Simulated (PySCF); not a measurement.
FH4PSeSi.
SMILES: `F[Si@@H]([SeH])P`

A linear-response calculation (PySCF, def2-SVPD basis, gas phase, vertical, core orbitals frozen in the response) gave these numbers; the functional is withheld.

Orbital energies (eV): HOMO-3 -11.56, HOMO-2 -11.43, HOMO-1 -9.90, HOMO -9.04, LUMO 0.82, LUMO+1 1.28, LUMO+2 1.66.

```json
{"state": "S1", "E (eV)": "5.13", "f": "0.0077", "main configurations (H = HOMO, L = LUMO)": "H→L (83%)"}
{"state": "S2", "E (eV)": "5.89", "f": "0.052", "main configurations (H = HOMO, L = LUMO)": "H→L+1 (88%)"}
{"state": "S3", "E (eV)": "6.16", "f": "0.024", "main configurations (H = HOMO, L = LUMO)": "H→L+2 (67%), H→L+4 (11%)"}
{"state": "S4", "E (eV)": "6.50", "f": "0.071", "main configurations (H = HOMO, L = LUMO)": "H-1→L (66%), H→L+2 (12%)"}
{"state": "S5", "E (eV)": "6.57", "f": "0.0084", "main configurations (H = HOMO, L = LUMO)": "H→L+3 (35%), H-1→L+1 (33%), H-1→L+2 (12%)"}
{"state": "S6", "E (eV)": "7.04", "f": "0.023", "main configurations (H = HOMO, L = LUMO)": "H-1→L+2 (36%), H→L+3 (20%), H→L+5 (13%)"}
```

Triplets (Tamm–Dancoff): T1 4.75 eV, H→L (86%); T2 5.37 eV, H→L+1 (37%), H-1→L (37%); T3 5.61 eV, H→L+1 (43%), H-1→L (41%); T4 5.81 eV, H→L+2 (33%), H-1→L+1 (24%), H-1→L+3 (10%).

Vertical ionisation energy by ΔSCF with the same functional: 9.36 eV. Mean static polarisability: 82.9 au.

Question: Name the functional.
A. PBE
B. HF
C. B3LYP
D. wB97X-D

Answer: D. wB97X-D is range-separated, 22% exact exchange at short range and 100% at long range (ω = 0.2 bohr⁻¹). In this run −ε(HOMO) = 9.04 eV differs from the ΔSCF value by -0.32 eV, and S1 differs from the orbital gap of 9.86 eV by -4.73 eV. The ratio −ε(HOMO)/IP is 0.97. Usual ranges for neutral molecules in this basis: 0.89 to 0.99 with wB97X-D, 0.5 to 0.7 with PBE, 0.67 to 0.83 with B3LYP; with Hartree–Fock the ratio is 1 or more (Koopmans' value less the relaxation energy is the ΔSCF value).

Theory: PySCF 2.14.0, density-fitted response routines, TDDFT wB97X-D/def2-SVPD, vertical, gas phase, core orbitals frozen in the response. Geometry: PBE0-D3(BJ)/def2-SVP, one conformer, isolated molecule. The wB97X-D/def2-SVPD calculation is non-relativistic and has no spin–orbit coupling, an omission that weighs most on selenium.

On one thread, Arm Neoverse V1, no GPU, on a shared host, this took 41 s.

Conformer computed: `[F:1][Si@H:2]([PH2:3])[SeH:4]`: H–P3–Si2–F1 177°, H–P3–Si2–F1 -89°, H–Se4–Si2–F1 158°.
